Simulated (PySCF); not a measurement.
Br₂Pb, singlet, at a GFN2-xTB geometry (such geometries of metal compounds can be far from the true shape) (core potentials on Pb); PySCF with DF-CAMB3LYP/def2-TZVPD.

Input for PySCF:
```python
from pyscf import gto, scf, dft
import numpy

mol = gto.M(
    atom='''
Pb    0.00240630    0.00054633    0.75031546
Br    1.12249584   -1.65311511   -0.88134668
Br   -1.12813346    1.65183512   -0.87653525
''',
    basis='def2-tzvpd',
    ecp={'Pb': 'def2-tzvpd'},
    verbose=4,
)
print('smallest overlap eigenvalue', numpy.linalg.eigvalsh(mol.intor('int1e_ovlp'))[0])

mf = dft.RKS(mol)
mf.xc = 'camb3lyp'
mf = mf.density_fit(auxbasis='def2-universal-jkfit')
mf.kernel()
mf.analyze()
```

Output, abridged:

```
PySCF version 2.14.0

[INPUT] verbose = 4
[INPUT] num. atoms = 3
[INPUT] num. electrons = 92
[INPUT] charge = 0
[INPUT] spin (= nelec alpha-beta = 2S) = 0
[INPUT] symmetry False subgroup None
[INPUT] Mole.unit = angstrom
[INPUT] Symbol           X                Y                Z      unit          X                Y                Z       unit  Magmom
[INPUT]  1 Pb     0.002406300000   0.000546330000   0.750315460000 AA    0.004547247974   0.001032414074   1.417890726427 Bohr   0.0
[INPUT]  2 Br     1.122495840000  -1.653115110000  -0.881346680000 AA    2.121209713564  -3.123934810280  -1.665503845995 Bohr   0.0
[INPUT]  3 Br    -1.128133460000   1.651835120000  -0.876535250000 AA   -2.131863271358   3.121515979738  -1.656411561027 Bohr   0.0

nuclear repulsion = 478.102428832467
number of shells = 56
number of NR pGTOs = 321
number of NR cGTOs = 170
basis = def2-tzvpd
ecp = {'Pb': 'def2-tzvpd'}
smallest overlap eigenvalue 0.0012736294051874295

******** <class 'pyscf.df.df_jk.DFRKS'> ********
method = DFRKS
initial guess = minao
damping factor = 0
level_shift factor = 0
DIIS = <class 'pyscf.scf.diis.CDIIS'>
diis_start_cycle = 1
diis_space = 8
diis_damp = 0
SCF conv_tol = 1e-09
SCF conv_tol_grad = None
SCF max_cycles = 50
direct_scf = False
XC library pyscf.dft.libxc version 7.1.2
    S. Lehtola, C. Steigemann, M. J. T. Oliveira, and M. A. L. Marques,  SoftwareX 7, 1–5 (2018)
XC functionals = camb3lyp
    T. Yanai, D. P. Tew, and N. C. Handy,  Chem. Phys. Lett. 393, 51 (2004)
radial grids:
    Treutler-Ahlrichs [JCP 102, 346 (1995); DOI:10.1063/1.469408] (M4) radial grids

becke partition: Becke, JCP 88, 2547 (1988); DOI:10.1063/1.454033
pruning grids: <function nwchem_prune>
grids dens level: 3
symmetrized grids: False
atomic radii adjust function: <function treutler_atomic_radii_adjust>
small_rho_cutoff = 0
Set gradient conv threshold to 3.16228e-05
Initial guess from minao.
tot grids = 64080
******** <class 'pyscf.df.df.DF'> ********
auxbasis = def2-universal-jkfit
Create RSH-DF object <pyscf.df.df.DF object> for omega=0.33
******** <class 'pyscf.df.df.DF'> ********
auxbasis = auxmol.basis = def2-universal-jkfit
init E= -5307.31982155657
  HOMO = -0.608510498804769  LUMO = -0.54103156912392  gap/eV = 1.83620
cycle= 1 E= -5340.48558660231  delta_E= -33.2  |g|= 2.16  |ddm|=   11
  HOMO = -0.114748449116515  LUMO = 0.000952320332880507  gap/eV = 3.14838
cycle= 2 E= -5340.43388587562  delta_E= 0.0517  |g|= 2.37  |ddm|= 5.71
  HOMO = -0.304503258444705  LUMO = -0.0716703812848865  gap/eV = 6.33571
cycle= 3 E= -5341.52594372197  delta_E= -1.09  |g|= 0.119  |ddm|= 2.39
  HOMO = -0.331299312986554  LUMO = -0.0915571280223095  gap/eV = 6.52372
cycle= 4 E= -5341.52990741947  delta_E= -0.00396  |g|= 0.0537  |ddm|= 0.282
  HOMO = -0.331140652800375  LUMO = -0.0874262914525229  gap/eV = 6.63181
cycle= 5 E= -5341.530278437  delta_E= -0.000371  |g|= 0.00675  |ddm|= 0.0473
  HOMO = -0.331031404623468  LUMO = -0.0867020999042534  gap/eV = 6.64854
cycle= 6 E= -5341.53031485828  delta_E= -3.64e-05  |g|= 0.0023  |ddm|= 0.0177
  HOMO = -0.330728948332204  LUMO = -0.0866454411260231  gap/eV = 6.64185
cycle= 7 E= -5341.53031969995  delta_E= -4.84e-06  |g|= 0.00106  |ddm|= 0.00708
  HOMO = -0.330850178542921  LUMO = -0.0867345276491057  gap/eV = 6.64273
cycle= 8 E= -5341.53032039791  delta_E= -6.98e-07  |g|= 0.000385  |ddm|= 0.00249
  HOMO = -0.330843427890955  LUMO = -0.0867443935191363  gap/eV = 6.64227
cycle= 9 E= -5341.53032045242  delta_E= -5.45e-08  |g|= 0.000105  |ddm|= 0.000669
  HOMO = -0.330828845497835  LUMO = -0.0867322025987841  gap/eV = 6.64221
cycle= 10 E= -5341.53032045936  delta_E= -6.94e-09  |g|= 1.23e-05  |ddm|= 0.000303
  HOMO = -0.330829485418945  LUMO = -0.0867319774336197  gap/eV = 6.64223
cycle= 11 E= -5341.53032045945  delta_E= -9.09e-11  |g|= 4.49e-06  |ddm|= 5.1e-05
  HOMO = -0.330829473853587  LUMO = -0.0867327802975976  gap/eV = 6.64221
Extra cycle  E= -5341.53032045947  delta_E= -1.27e-11  |g|= 3.87e-06  |ddm|= 8.52e-06
converged SCF energy = -5341.53032045947
**** SCF Summaries ****
Total Energy =                       -5341.530320459467475
Nuclear Repulsion Energy =             478.102428832467467
One-electron Energy =                -8456.595639493280032
Two-electron Energy =                 2636.962890201345544
Two-electron Coulomb Energy =         2835.920470781323274
DFT Exchange-Correlation Energy =     -198.957580579977503
HOMO-LUMO gap [eV] =                     6.642209354557660
**** MO energy ****
MO #1   energy= -482.90397671138   occ= 2
MO #2   energy= -482.903976061285  occ= 2
MO #3   energy= -62.5462326951843  occ= 2
MO #4   energy= -62.5462309245313  occ= 2
MO #5   energy= -56.3627726106808  occ= 2
MO #6   energy= -56.3627684454278  occ= 2
MO #7   energy= -56.3616616164854  occ= 2
MO #8   energy= -56.3616612548688  occ= 2
MO #9   energy= -56.3611585981105  occ= 2
MO #10  energy= -56.3611582521999  occ= 2
MO #11  energy= -8.74766686789385  occ= 2
MO #12  energy= -8.74766457592393  occ= 2
MO #13  energy= -6.574458136979    occ= 2
MO #14  energy= -6.57445672498052  occ= 2
MO #15  energy= -6.57076746846433  occ= 2
MO #16  energy= -6.57076576020656  occ= 2
MO #17  energy= -6.56921682634295  occ= 2
MO #18  energy= -6.5692158352486   occ= 2
MO #19  energy= -5.63298106198467  occ= 2
MO #20  energy= -3.47104808456547  occ= 2
MO #21  energy= -3.46383985562327  occ= 2
MO #22  energy= -3.46315721123711  occ= 2
MO #23  energy= -2.69186734211154  occ= 2
MO #24  energy= -2.69186021895056  occ= 2
MO #25  energy= -2.69092877519163  occ= 2
MO #26  energy= -2.69092236624818  occ= 2
MO #27  energy= -2.68970654148691  occ= 2
MO #28  energy= -2.68970149554504  occ= 2
MO #29  energy= -2.68678601620711  occ= 2
MO #30  energy= -2.68678201329775  occ= 2
MO #31  energy= -2.68669308693138  occ= 2
MO #32  energy= -2.68669015378312  occ= 2
MO #33  energy= -0.97468005827418  occ= 2
MO #34  energy= -0.972720960159263 occ= 2
MO #35  energy= -0.969059802989084 occ= 2
MO #36  energy= -0.968225879997538 occ= 2
MO #37  energy= -0.962413237392053 occ= 2
MO #38  energy= -0.840142779513746 occ= 2
MO #39  energy= -0.819628714534179 occ= 2
MO #40  energy= -0.59177953672264  occ= 2
MO #41  energy= -0.396579096315437 occ= 2
MO #42  energy= -0.374225812868793 occ= 2
MO #43  energy= -0.367453977079748 occ= 2
MO #44  energy= -0.349538689730041 occ= 2
MO #45  energy= -0.341539042179845 occ= 2
MO #46  energy= -0.330829473853587 occ= 2
MO #47  energy= -0.0867327802975976 occ= 0
MO #48  energy= -0.0227766693281799 occ= 0
MO #49  energy= -0.00840895368535793 occ= 0
MO #50  energy= 0.0170055722652644 occ= 0
MO #51  energy= 0.050508752687974  occ= 0
MO #52  energy= 0.0529744264756614 occ= 0
MO #53  energy= 0.0580864815634199 occ= 0
MO #54  energy= 0.0614249410691333 occ= 0
Dipole moment(X, Y, Z, Debye):  0.01322,  0.00300,  4.12140
```
